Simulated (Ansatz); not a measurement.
`CS[SiH2]I` + H₂ → `[SiH3]I` + CH₃SH at 400 K and 1 bar (hydrogenolysis of the Si–S bond).

Calculated with Ansatz (gas phase, PBE0-D4/def2-TZVP geometries, no zero-point term in ΔE). CBS: MP2 limit from def2 TZ/QZ plus the TZ coupled-cluster correction, frozen cores. This one scheme is used for every species. def2 core potentials past Kr. For I outer-core shells are correlated without core-valence functions, which leaves a few kJ/mol of doubt a bond. One conformer a species, not always the lowest.

```
    species  CCSD(T)/CBS energy (Eh)  H − E (kJ/mol)  S (J/(mol·K))
`CS[SiH2]I`              -1025.41950           181.8          393.5
         H₂                 -1.17544            38.0          139.0
  `[SiH3]I`               -588.34840            84.4          288.4
      CH₃SH               -438.22835           138.7          269.4
```

H − E and S are ideal-gas, rigid-rotor, harmonic terms from PBE0-D4/def2-TZVP, for one conformer and one mirror image of each species. The MP2-based limit puts H₂ 0.8 mEh under its directly extrapolated value; such offsets cancel only in part. 1 Eh = 2625.50 kJ/mol, R = 8.31446 J/(mol·K).

By hand: ΔE, ΔH, ΔS and ΔG.

ΔE = (-588.34840) + (-438.22835) − (-1025.41950) − (-1.17544) = 0.01819 Eh = 47.8 kJ/mol. Δ(H − E) = 84.4 + 138.7 − 181.8 − 38.0 = 3.3, so ΔH = 51.1 kJ/mol. ΔS = 288.4 + 269.4 − 393.5 − 139.0 = 25.3 J/(mol·K). ΔG = 51.1 − 400 × (25.3)/1000 = 41.0 kJ/mol.

By hand: the equilibrium constant, and the temperature at which ΔG would vanish if ΔH and ΔS stayed fixed.

log₁₀ K = −ΔG/(RT ln 10) = -5.4. ΔG = 0 at ΔH/ΔS = 2020 K.

ΔH outweighs TΔS. A doubt of 5 kJ/mol in ΔE shifts log₁₀ K by 0.7 here. Other conformers and mirror images would add mixing entropy, several J/(mol·K) or more a flexible species. These are equilibria of isolated gas molecules and say nothing of rates. Largest T1 diagnostic: 0.009 (customary marks: 0.02 for closed shells, 0.045 for open ones).
